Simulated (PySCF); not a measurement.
5-methylidene-1,3-dioxolan-4-one (C4H4O3), SMILES C=C1OCOC1=O.

Geometry optimised at TPSSh-D3(BJ)/def2-SVP. Other conformers were not sampled.

Method: TDDFT-CAM-B3LYP/def2-SVPD (PySCF).

Vertical excitations. Isolated molecule, no solvent. State labels are in the subgroup Cs.

```tsv
state	symmetry	energy (eV)	λ (nm)	f	main pairs
S1	A"	5.21	238	0.000	HOMO−1→LUMO 94 %
S2	A'	5.45	227	0.253	HOMO→LUMO 99 %
S3	A"	6.92	179	0.032	HOMO→LUMO+1 79 %
S4	A'	7.14	174	0.112	HOMO−2→LUMO 96 %
S5	A"	7.70	161	0.001	HOMO→LUMO+2 79 %
S6	A"	7.86	158	0.001	HOMO→LUMO+3 85 %
S7	A"	8.20	151	0.002	HOMO→LUMO+5 50 %, HOMO→LUMO+6 12 %, HOMO→LUMO+8 8 %
S8	A"	8.25	150	0.000	HOMO−3→LUMO 62 %, HOMO−5→LUMO 18 %, HOMO→LUMO+5 10 %
S9	A'	8.36	148	0.012	HOMO→LUMO+4 70 %, HOMO→LUMO+7 22 %
S10	A'	8.41	147	0.015	HOMO−1→LUMO+1 66 %, HOMO−1→LUMO+2 14 %, HOMO−1→LUMO+3 10 %
T1	A'	3.31	374	0	HOMO→LUMO 91 %
T2	A"	4.75	261	0	HOMO−1→LUMO 92 %
T3	A'	5.44	228	0	HOMO−2→LUMO 83 %
T4	A"	6.77	183	0	HOMO→LUMO+1 72 %, HOMO→LUMO+2 13 %
```
Triplets are in the Tamm–Dancoff approximation, which puts them higher than full response would, so one can lie above its singlet here.
